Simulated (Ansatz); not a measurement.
Cr₂F₆. The state is a singlet with charge 0. Geometry B3LYP-D4/def2-SVP.

| atom | x (Å) | y (Å) | z (Å) |
| --- | --- | --- | --- |
| Cr1 | 0.794 | -1.202 | -0.053 |
| Cr2 | -0.794 | 1.203 | 0.052 |
| F3 | -0.938 | -0.596 | -0.532 |
| F4 | -1.739 | 1.462 | 1.444 |
| F5 | 0.939 | 0.597 | 0.529 |
| F6 | 1.749 | -1.462 | -1.438 |
| F7 | 0.709 | -2.261 | 1.278 |
| F8 | -0.721 | 2.260 | -1.280 |

The restricted singlet is unstable towards broken spin symmetry in Hartree–Fock (as tested in another run); at HF/STO-3G, PBE-D4/def2-SVP, PBE0-D4/def2-SVP, PBE0-D4/def2-TZVP and others this wasn't settled. Another isomer (singlet) lies 0.89 eV lower at PBE0-D4/def2-TZVP; other spin states weren't run for this one.

Question: Estimate the orbital energies around the gap (eV) in Ansatz with HF/STO-3G, PBE-D4/def2-SVP, PBE0-D4/def2-SVP, PBE0-D4/def2-TZVP, r2SCAN0-D4/def2-TZVP.

Answer: 
| orbital | HF/STO-3G | PBE-D4/def2-SVP | PBE0-D4/def2-SVP | PBE0-D4/def2-TZVP | r2SCAN0-D4/def2-TZVP |
| --- | --- | --- | --- | --- | --- |
| HOMO−13 | -13.12 | -11.40 | -13.51 | -13.72 | -14.05 |
| HOMO−12 | -12.62 | -11.27 | -13.44 | -13.65 | -14.02 |
| HOMO−11 | -12.46 | -11.04 | -13.17 | -13.43 | -13.78 |
| HOMO−10 | -12.02 | -10.64 | -12.95 | -13.15 | -13.52 |
| HOMO−9 | -11.98 | -10.57 | -12.78 | -13.01 | -13.38 |
| HOMO−8 | -11.94 | -10.52 | -12.71 | -12.95 | -13.31 |
| HOMO−7 | -11.78 | -10.30 | -12.48 | -12.71 | -13.07 |
| HOMO−6 | -11.53 | -10.27 | -12.46 | -12.68 | -13.06 |
| HOMO−5 | -11.49 | -10.20 | -12.39 | -12.63 | -12.99 |
| HOMO−4 | -11.39 | -10.09 | -12.23 | -12.48 | -12.84 |
| HOMO−3 | -11.30 | -9.99 | -12.13 | -12.38 | -12.74 |
| HOMO−2 | -9.13 | -5.15 | -8.02 | -7.98 | -8.39 |
| HOMO−1 | -9.11 | -4.97 | -7.98 | -7.89 | -8.34 |
| HOMO | -2.44 | -4.96 | -6.67 | -6.59 | -6.83 |
| LUMO | 2.86 | -4.68 | -5.20 | -5.12 | -5.35 |
| LUMO+1 | 8.68 | -4.13 | -3.35 | -3.30 | -3.25 |
| LUMO+2 | 8.96 | -4.08 | -3.16 | -3.09 | -3.05 |
| LUMO+3 | 9.10 | -4.07 | -3.11 | -3.01 | -2.96 |
| LUMO+4 | 9.14 | -3.95 | -2.92 | -2.84 | -2.78 |
| LUMO+5 | 9.68 | -3.93 | -2.67 | -2.60 | -2.38 |
